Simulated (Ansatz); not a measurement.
Reactions of AlH₆NSiTe (`[SiH3][NH][AlH][TeH]`).

Isolated molecules relaxed with PBE0-D4/def2-TZVP in Ansatz; ΔE leaves out vibrations. CCSD(T)/CBS is the MP2 limit (def2-TZVPP, def2-QZVPP) plus CCSD(T) − MP2 in def2-TZVPP, frozen cores. This one scheme is used for every species. DFT in def2-TZVPP. def2 core potentials past Kr. For As, Te outer-core shells are correlated without core-valence functions, which leaves a few kJ/mol of doubt a bond. Scalar relativity is left out up to krypton. Each species was taken in one conformer, which may not be the lowest.

| reaction | ωB97X-V (kJ/mol) |
| --- | --- |
| `[SiH3][NH][AlH][TeH]` + `N[AsH2]` → `N[AsH][TeH]` + `[AlH2][NH][SiH3]` | 55 |
| `[SiH3][NH][AlH][TeH]` + `C=CCl` → `C=C(Cl)[TeH]` + `[AlH2][NH][SiH3]` | 157 |
| `[SiH3][NH][AlH][TeH]` + `N[SiH2]CF` → `N[SiH2]C(F)[TeH]` + `[AlH2][NH][SiH3]` | 142 |
| `[SiH3][NH][AlH][TeH]` + `BCl` → `ClB[TeH]` + `[AlH2][NH][SiH3]` | 56 |

Q: Give the CCSD(T)/CBS values in the same order. (Best estimate.)

A: Computed: 56, 159, 141, 58 kJ/mol.

Largest T1 diagnostic: 0.014, for `ClB[TeH]`.
